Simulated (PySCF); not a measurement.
I4Si, charge +1, doublet, geometry from GFN2-xTB (a state made from the parent by changing its charge; the spin is typed, not shown lowest) (core potentials on I); DF-B3LYP/def2-SVP in PySCF.

Input for PySCF:
```python
from pyscf import gto, scf, dft

mol = gto.Mole()
mol.atom = '''
    I     2.231551   -1.024411    0.445566
    Si   -0.000000    0.000000    0.000000
    I    -1.461591   -1.660099   -1.155676
    I    -1.052513    0.673284    2.160248
    I     0.282553    2.011226   -1.450138
'''
mol.basis = 'def2-svp'
mol.ecp = {'I': 'def2-svp'}
mol.charge = 1
mol.spin = 1
mol.verbose = 4
mol.build()

mf = dft.UKS(mol)
mf.xc = 'b3lyp'
mf.init_guess = 'huckel'
mf = mf.density_fit(auxbasis='def2-universal-jkfit')
mf.kernel()
mf.analyze()
```

Problem. Write the output that PySCF gives for this input, abridged.

Solution. 
```
PySCF version 2.14.0

[INPUT] verbose = 4
[INPUT] num. atoms = 5
[INPUT] num. electrons = 113
[INPUT] charge = 1
[INPUT] spin (= nelec alpha-beta = 2S) = 1
[INPUT] symmetry False subgroup None
[INPUT] Mole.unit = angstrom
[INPUT] Symbol           X                Y                Z      unit          X                Y                Z       unit  Magmom
[...]
nuclear repulsion = 783.814980237688
number of shells = 48
number of NR pGTOs = 280
number of NR cGTOs = 122
basis = def2-svp
ecp = {'I': 'def2-svp'}

******** <class 'pyscf.df.df_jk.DFUKS'> ********
method = DFUKS
initial guess = huckel
damping factor = 0
level_shift factor = 0
DIIS = <class 'pyscf.scf.diis.CDIIS'>
diis_start_cycle = 1
diis_space = 8
diis_damp = 0
SCF conv_tol = 1e-09
SCF conv_tol_grad = None
SCF max_cycles = 50
direct_scf = False
number electrons alpha = 57  beta = 56
XC library pyscf.dft.libxc version 7.1.2
    S. Lehtola, C. Steigemann, M. J. T. Oliveira, and M. A. L. Marques,  SoftwareX 7, 1–5 (2018)
XC functionals = b3lyp
    P. J. Stephens, F. J. Devlin, C. F. Chabalowski, and M. J. Frisch,  J. Phys. Chem. 98, 11623 (1994)
radial grids:
    Treutler-Ahlrichs [JCP 102, 346 (1995); DOI:10.1063/1.469408] (M4) radial grids

becke partition: Becke, JCP 88, 2547 (1988); DOI:10.1063/1.454033
pruning grids: <function nwchem_prune>
grids dens level: 3
symmetrized grids: False
atomic radii adjust function: <function treutler_atomic_radii_adjust>
small_rho_cutoff = 0
Set gradient conv threshold to 3.16228e-05
Initial guess from on-the-fly Huckel, doi:10.1021/acs.jctc.8b01089.
Spherically averaged atomic HF for {'Si', 'I'}

******** <class 'pyscf.scf.atom_hf.AtomSphAverageRHF'> ********
method = AtomSphAverageRHF
initial guess = minao
damping factor = 0
level_shift factor = 0
DIIS = <class 'pyscf.scf.diis.CDIIS'>
diis_start_cycle = 1
diis_space = 8
diis_damp = 0
SCF conv_tol = 1e-09
SCF conv_tol_grad = None
SCF max_cycles = 50
direct_scf = True
direct_scf_tol = 1e-13
atom = I
Set gradient conv threshold to 3.16228e-05
Initial guess from minao.
init E= -264.636557067808
cycle= 1 E= -295.856582700366  delta_E= -31.2  |g|=    0  |ddm|= 7.13
cycle= 2 E= -296.456534784314  delta_E= -0.6  |g|=    0  |ddm|= 3.62
cycle= 3 E= -296.50085547937  delta_E= -0.0443  |g|=    0  |ddm|= 0.575
cycle= 4 E= -296.50092027826  delta_E= -6.48e-05  |g|=    0  |ddm|= 0.0452
cycle= 5 E= -296.500922042522  delta_E= -1.76e-06  |g|=    0  |ddm|= 0.00754
cycle= 6 E= -296.500922061485  delta_E= -1.9e-08  |g|=    0  |ddm|= 0.000817
cycle= 7 E= -296.500922061649  delta_E= -1.63e-10  |g|=    0  |ddm|= 8.76e-05
Extra cycle  E= -296.500922061649  delta_E= -1.14e-13  |g|=    0  |ddm|= 1.3e-06
Atomic HF for atom  I  converged. SCF energy = -296.500922061649

******** <class 'pyscf.scf.atom_hf.AtomSphAverageRHF'> ********
method = AtomSphAverageRHF
initial guess = minao
damping factor = 0
level_shift factor = 0
DIIS = <class 'pyscf.scf.diis.CDIIS'>
diis_start_cycle = 1
diis_space = 8
diis_damp = 0
SCF conv_tol = 1e-09
SCF conv_tol_grad = None
SCF max_cycles = 50
direct_scf = True
direct_scf_tol = 1e-13
atom = Si
Set gradient conv threshold to 3.16228e-05
Initial guess from minao.
init E= -288.485999061141
cycle= 1 E= -288.522380913752  delta_E= -0.0364  |g|=    0  |ddm|=  0.4
cycle= 2 E= -288.52281023695  delta_E= -0.000429  |g|=    0  |ddm|= 0.0901
cycle= 3 E= -288.522821650963  delta_E= -1.14e-05  |g|=    0  |ddm|= 0.00678
cycle= 4 E= -288.522821983137  delta_E= -3.32e-07  |g|=    0  |ddm|= 0.00419
cycle= 5 E= -288.522821983356  delta_E= -2.19e-10  |g|=    0  |ddm|= 3.09e-05
Extra cycle  E= -288.522821983357  delta_E= -6.25e-13  |g|=    0  |ddm|= 2.77e-06
Atomic HF for atom  Si  converged. SCF energy = -288.522821983357

tot grids = 107016
******** <class 'pyscf.df.df.DF'> ********
auxbasis = def2-universal-jkfit
init E= -1479.38085504478
cycle= 1 E= -1474.30776571096  delta_E= 5.07  |g|= 3.11  |ddm|=    5
cycle= 2 E= -1463.70561059942  delta_E= 10.6  |g|= 3.18  |ddm|= 16.9
[...]
converged SCF energy = -1480.40658973688  <S^2> = 0.75247755  2S+1 = 2.002476
Total Energy =                       -1480.406589736875276
[...]
spin_pop of  0 I 7pz       0.00083
spin_pop of  0 I 4dxy     -0.00061
spin_pop of  0 I 4dyz     -0.00063
spin_pop of  0 I 4dz^2    -0.00052
spin_pop of  0 I 4dxz     -0.00035
spin_pop of  0 I 4dx2-y2    0.00002
spin_pop of  0 I 5dxy      0.00059
spin_pop of  0 I 5dyz      0.00053
spin_pop of  0 I 5dz^2     0.00036
spin_pop of  0 I 5dxz      0.00023
spin_pop of  0 I 5dx2-y2   -0.00011
spin_pop of  1 Si 1s        0.00000
spin_pop of  1 Si 2s        0.00000
spin_pop of  1 Si 3s       -0.00299
spin_pop of  1 Si 4s        0.00020
spin_pop of  1 Si 2px      -0.00000
spin_pop of  1 Si 2py      -0.00000
spin_pop of  1 Si 2pz      -0.00000
spin_pop of  1 Si 3px      -0.00766
spin_pop of  1 Si 3py      -0.01133
spin_pop of  1 Si 3pz      -0.01137
spin_pop of  1 Si 4px      -0.00007
spin_pop of  1 Si 4py      -0.00041
spin_pop of  1 Si 4pz      -0.00042
spin_pop of  1 Si 3dxy     -0.00150
spin_pop of  1 Si 3dyz     -0.00100
spin_pop of  1 Si 3dz^2    -0.00207
spin_pop of  1 Si 3dxz     -0.00188
spin_pop of  1 Si 3dx2-y2   -0.00183
spin_pop of  2 I 4s       -0.00000
spin_pop of  2 I 5s        0.00030
spin_pop of  2 I 6s       -0.00000
spin_pop of  2 I 7s       -0.00000
spin_pop of  2 I 4px       0.00004
spin_pop of  2 I 4py       0.00097
spin_pop of  2 I 4pz       0.00226
spin_pop of  2 I 5px       0.00460
spin_pop of  2 I 5py       0.00012
spin_pop of  2 I 5pz       0.00030
spin_pop of  2 I 6px       0.00437
spin_pop of  2 I 6py       0.05624
spin_pop of  2 I 6pz       0.14036
spin_pop of  2 I 7px       0.04916
spin_pop of  2 I 7py       0.00064
spin_pop of  2 I 7pz       0.00134
spin_pop of  2 I 4dxy     -0.00052
spin_pop of  2 I 4dyz     -0.00043
spin_pop of  2 I 4dz^2    -0.00038
spin_pop of  2 I 4dxz     -0.00057
spin_pop of  2 I 4dx2-y2    0.00004
spin_pop of  2 I 5dxy      0.00039
spin_pop of  2 I 5dyz      0.00038
spin_pop of  2 I 5dz^2     0.00037
spin_pop of  2 I 5dxz      0.00040
spin_pop of  2 I 5dx2-y2   -0.00020
spin_pop of  3 I 4s       -0.00000
spin_pop of  3 I 5s        0.00027
spin_pop of  3 I 6s       -0.00004
spin_pop of  3 I 7s       -0.00000
spin_pop of  3 I 4px       0.00004
spin_pop of  3 I 4py       0.00096
spin_pop of  3 I 4pz       0.00226
spin_pop of  3 I 5px       0.00453
spin_pop of  3 I 5py       0.00013
spin_pop of  3 I 5pz       0.00030
spin_pop of  3 I 6px       0.00426
spin_pop of  3 I 6py       0.05679
spin_pop of  3 I 6pz       0.14075
spin_pop of  3 I 7px       0.04807
spin_pop of  3 I 7py       0.00055
spin_pop of  3 I 7pz       0.00133
spin_pop of  3 I 4dxy     -0.00055
spin_pop of  3 I 4dyz     -0.00047
spin_pop of  3 I 4dz^2    -0.00039
spin_pop of  3 I 4dxz     -0.00051
spin_pop of  3 I 4dx2-y2    0.00004
spin_pop of  3 I 5dxy      0.00036
spin_pop of  3 I 5dyz      0.00029
spin_pop of  3 I 5dz^2     0.00026
spin_pop of  3 I 5dxz      0.00048
spin_pop of  3 I 5dx2-y2   -0.00001
spin_pop of  4 I 4s       -0.00000
spin_pop of  4 I 5s        0.00028
spin_pop of  4 I 6s       -0.00003
spin_pop of  4 I 7s        0.00000
spin_pop of  4 I 4px       0.00011
spin_pop of  4 I 4py       0.00010
spin_pop of  4 I 4pz       0.00138
spin_pop of  4 I 5px       0.01345
spin_pop of  4 I 5py       0.00001
spin_pop of  4 I 5pz       0.00018
spin_pop of  4 I 6px       0.01198
spin_pop of  4 I 6py       0.00241
spin_pop of  4 I 6pz       0.08358
spin_pop of  4 I 7px       0.14717
spin_pop of  4 I 7py       0.00009
spin_pop of  4 I 7pz       0.00088
spin_pop of  4 I 4dxy     -0.00065
spin_pop of  4 I 4dyz     -0.00068
spin_pop of  4 I 4dz^2    -0.00046
spin_pop of  4 I 4dxz     -0.00033
spin_pop of  4 I 4dx2-y2    0.00002
spin_pop of  4 I 5dxy      0.00039
spin_pop of  4 I 5dyz      0.00052
spin_pop of  4 I 5dz^2     0.00042
spin_pop of  4 I 5dxz      0.00032
spin_pop of  4 I 5dx2-y2   -0.00004
In total            57.00000 | 56.00000

WARN: System has nonzero charge 1; the dipole moment is origin-dependent.
Location of origin: [0. 0. 0.]

Dipole moment(X, Y, Z, Debye): -0.00000,  0.00031,  0.00031
```
